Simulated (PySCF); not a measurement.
H4O2S2Si, SMILES [Si](O)(S)(O)S.

Geometry: B3LYP-D3(BJ)/def2-SVP. Other conformers were not sampled.

Two levels are set side by side: TDDFT-PBE/def2-SVPD (PySCF) and TDDFT-LC-ωPBE/def2-SVPD (PySCF). Vertical, same geometry. The lowest singlet is HOMO→LUMO 99 % with PBE and HOMO−1→LUMO+1 35 %, HOMO−1→LUMO+4 26 %, HOMO−1→LUMO+5 6 %, HOMO−1→LUMO 6 % with the other functional; states are paired by order. Differences are taken from unrounded values.

```json
[
 {"quantity": "lowest singlet excitation (eV)", "TDDFT-LC-ωPBE": "6.48"},
 {"quantity": "lowest triplet excitation (TDA) (eV)", "TDDFT-LC-ωPBE": "5.98"}
]
```

What does TDDFT-PBE give, and how far is it from TDDFT-LC-ωPBE? (An estimate is asked for; the answer gives what the named calculation found.)


```
quantity                              TDDFT-PBE  TDDFT-PBE minus TDDFT-LC-ωPBE
------------------------------------  ---------  -----------------------------
lowest singlet excitation (eV)             5.51                          -0.96
lowest triplet excitation (TDA) (eV)       5.37                          -0.61
```

Functionals without exact exchange tend to place singlet excitations lower, as here. Differences between two approximate levels are no errors against the true value.

Rough cost on one machine, each run with all the roots and properties that it gave: TDDFT-LC-ωPBE against TDDFT-PBE about 7 times.
